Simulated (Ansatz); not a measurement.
CH₅NSSi (`NC([SiH3])=S`), relaxed with RKS PBE-D4/def2-SVP in Ansatz 0.2.0 from a rough embedded geometry. The force threshold is 0.03 eV/Å; the program also tests the step.

Charge 0, multiplicity 1.

Start:

```xyz
9

N     0.407   -0.763    1.265
C     0.687   -0.134    0.133
Si   -0.669    0.631   -0.904
S     2.251   -0.102   -0.453
H     1.199   -1.144    1.866
H    -0.521   -0.853    1.725
H    -0.794   -0.065   -2.276
H    -0.521    2.035   -1.121
H    -2.038    0.396   -0.236
```

```tsv
step	energy (eV)	largest force (eV/Å)	largest move (Å)
1	-21301.4674	2.930	0.000
2	-21301.6305	1.128	0.088
3	-21301.6628	0.431	0.059
4	-21301.6699	0.221	0.019
5	-21301.6748	0.042	0.019
6	-21301.6753	0.009	0.011
```

End:

```xyz
9

N     0.418   -0.763    1.313
C     0.693   -0.166    0.133
Si   -0.717    0.589   -0.912
S     2.220   -0.030   -0.510
H     1.188   -1.163    1.859
H    -0.533   -0.829    1.679
H    -0.753   -0.107   -2.239
H    -0.452    2.053   -1.086
H    -2.062    0.416   -0.237
```

Run time 13 s (2 threads of an Arm Neoverse V1 on a shared host); peak host memory 0.15 GiB.
